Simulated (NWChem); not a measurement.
System: CH$_{6}$FNOSi; SMILES N[Si@@H](O)CF

```xyz
11

N     -1.3877     1.0433     0.3484
Si     0.0691     0.6183    -0.4641
O      1.5059     0.9972     0.3007
C     -0.1194    -1.2623    -0.7000
F     -0.5535    -1.8051     0.5329
H     -1.6080     1.9901     0.6290
H     -1.8135     0.3542     0.9567
H      0.1981     1.3268    -1.7582
H      1.5950     0.6757     1.2097
H     -0.8713    -1.5137    -1.4596
H      0.8184    -1.7602    -0.9762
```
Atoms are numbered in this order, from 1.

All runs: NWChem. Pople sets run with spherical d functions. All runs use the structure optimised with B3LYP/6-31G* (spherical d). Level: B3LYP/6-31G* with SMD (1 M gas to 1 M solution), gas-phase geometry. Reactions with the solvent are ignored.

**Question.** Estimate the computed values for solvent water. Quantities: solvation free energy (kcal/mol); cavity-dispersion-structure term (kcal/mol); dipole in solution (D).

**Answer.** The solvation free energy (kcal/mol) comes out as -6.0 and the cavity-dispersion-structure term (kcal/mol) is 4.2. The dipole in solution (D) is 1.42.
